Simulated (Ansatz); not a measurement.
Reaction (formal exchange of groups at the Si–Sn bond): `[CH3][SnH2][SiH2]Cl` + BH₃ → `B[SiH2]Cl` + `[CH3][SnH3]`

Isolated molecules relaxed with PBE0-D4/def2-TZVP in Ansatz; ΔE leaves out vibrations. CBS: MP2 limit from def2 TZ/QZ plus the TZ coupled-cluster correction, frozen cores. This one scheme is used for every species. DFT in def2-TZVPP. B3LYP here is the variant with VWN-RPA as its local correlation; programs differ in this. Elements past krypton have def2 core potentials. For Sn outer-core shells are correlated without core-valence functions, which leaves a few kJ/mol of doubt a bond. Each species was taken in one conformer, which may not be the lowest.

**Question.** Is it downhill or uphill in electronic energy at CCSD(T)/CBS, and by how much? (An estimate is asked.)

**Answer.** Ansatz gave: Uphill: ΔE = +0.46 eV.

**Question.** What do these levels give: r2SCAN-D4, PBE0-D4, PBE0, B3LYP, SCS-MP2/def2-TZVPP, HF/CBS(def2)? (An estimate is asked.)

**Answer.** Computed: r2SCAN-D4 0.39, PBE0-D4 0.41, PBE0 0.37, B3LYP 0.37, SCS-MP2/def2-TZVPP 0.45, HF/CBS(def2) 0.36 eV.

Largest T1 diagnostic among the species: 0.012.

The D4 term adds +0.07 eV with B3LYP and +0.04 eV with PBE0; it sums over pairs of atoms, weighted by their polarisabilities, and B3LYP, whose exchange is more repulsive, gets the larger term. In def2-TZVPP, CCSD(T) changes the Hartree–Fock value by +0.04 eV (the triples alone add +0.01 eV) and MP2 by +0.13 eV.
